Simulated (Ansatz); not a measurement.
Input file for Ansatz (a program for electronic structure): R-CCSD(T)/aug-cc-pVDZ on C2H5F (a complex), monomers drawn apart or pushed together.

Ansatz 0.2 input:
```yaml
crystal:
  periodic: [false, false, false]
  atoms:
    - {symbol: F, position_ang: [-0.23388643, 0.85647079, 0.58511113]}
    - {symbol: H, position_ang: [-0.16839628, 0.55535679, 1.46867864]}
    - {symbol: C, position_ang: [-0.42059256, -0.32573588, 5.32420598]}
    - {symbol: C, position_ang: [0.62151887, -1.07968737, 4.99144606]}
    - {symbol: H, position_ang: [-0.29794255, 0.69390692, 5.66893445]}
    - {symbol: H, position_ang: [-1.43490025, -0.70278864, 5.27325080]}
    - {symbol: H, position_ang: [0.49943544, -2.10234124, 4.65552019]}
    - {symbol: H, position_ang: [1.63643267, -0.70560375, 5.05125703]}
basis:
  gaussian:
    orbitals: aug-cc-pVDZ
magnetization: {spin_polarized: false}
correlation: {method: ccsd_t, electrons: outside_noble_gas}
scf: {lower_state_search: off}
```

The head of its log:

```
WARN ansatz: RAYON_NUM_THREADS=2 ignored (pool sized by the plan → 2); use --threads N
Functional definition: HF
these checks for a lower state are left out or cut short: stability, starts, cluster_reference, orbital_swaps, neighbouring_geometries, increment
integrals: 0.18 GiB planned
1104 factors; integrals over basis functions are off by at most 1.1e-3 eV
mean field: 0.23 GiB planned
mean field evaluation 1: about -4843.0118 eV, gradient 3.5e1 eV
mean field evaluation 2: about -4843.0117 eV, gradient 3.5e1 eV
mean field evaluation 4: about -4845.7164 eV, gradient 2.9e0 eV
mean field evaluation 8: about -4845.7406 eV, gradient 9.4e-5 eV
mean field -4845.74059773 eV, -178.0776824056 hartree, gradient 7.7e-7 eV, S^2 0.000000; 0 other end points of the search recorded, 0 dependent functions left out
3 core orbitals not correlated
reference -4845.74059773 eV, -178.0776824056 hartree; 10, 10 occupied and 101, 101 virtual orbitals, 1104 factors
```

Problem. Give the final energy of this run.

Solution. -178.6337 hartree (reference determinant -178.0777, T1 diagnostic 0.011).
